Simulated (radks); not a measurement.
All-electron atom: Xe XXX in [Ar] 3d7. All-electron calculation, scalar-relativistic Kohn-Sham, LB94 model potential, spin-polarised, spherical densities, finite nucleus; open shells are filled with parallel spins first (spin-orbit coupling, left out, can overturn this in heavy ions); Fermi nuclear charge, rms radius 4.7859 fm. Program: a radial shooting solver on a logarithmic mesh with Libxc functionals. Some entries of the table are withheld. Estimate them.

orbital  occ.  eigenvalue (hartree)  <r> (bohr)
1s down     1             -1312.724     0.02662
1s up       1             -1312.714     0.02662
2s up       1             -240.9873      0.1140
2s down     1             -240.9663      0.1139
2p down     3                   (1)     0.09956
2p up       3                   (2)     0.09963
3s up       1             -79.48879      0.2954
3s down     1             -79.12594      0.2959
3p up       3             -73.05510      0.2905
3p down     3             -72.68847      0.2910
3d up       5                   (3)      0.2622
3d down     2                   (4)      0.2624

Answer. 
(1) 2p down eigenvalue (hartree): -221.0538
(2) 2p up eigenvalue (hartree): -221.0521
(3) 3d up eigenvalue (hartree): -64.05148
(4) 3d down eigenvalue (hartree): -63.69394
